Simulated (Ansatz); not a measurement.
Gas-phase electronic energies from Ansatz, PBE0-D4/def2-TZVP geometries. CBS: MP2 limit from def2 TZ/QZ plus the TZ coupled-cluster correction, frozen cores. For Ge, Zn outer-core shells are correlated without core-valence functions, which leaves a few kJ/mol of doubt a bond. Scalar relativity is left out up to krypton. Each species was taken in one conformer, which may not be the lowest.

Reaction (redistribution): `C[CH2][Ge][F]` + `CS[CH2][ZnH]` → `C[S][Ge][F]` + `CC[CH2][ZnH]`

```tsv
species	CCSD/CBS(def2) energy (Eh)
`C[CH2][Ge][F]`	-2255.00633
`CS[CH2][ZnH]`	-2255.80621
`C[S][Ge][F]`	-2613.55962
`CC[CH2][ZnH]`	-1897.29658
```

(1) Work out ΔE.

Largest T1 diagnostic among the species: 0.015.

Answers

(1) ΔE = (-2613.55962) + (-1897.29658) − (-2255.00633) − (-2255.80621) = -0.04366 Eh = -1.19 eV. CCSD(T)/CBS gives -1.21 eV.

From PBE to PBE0 (25 % exact exchange), in def2-TZVPP and without D4, ΔE moves by +0.03 eV.
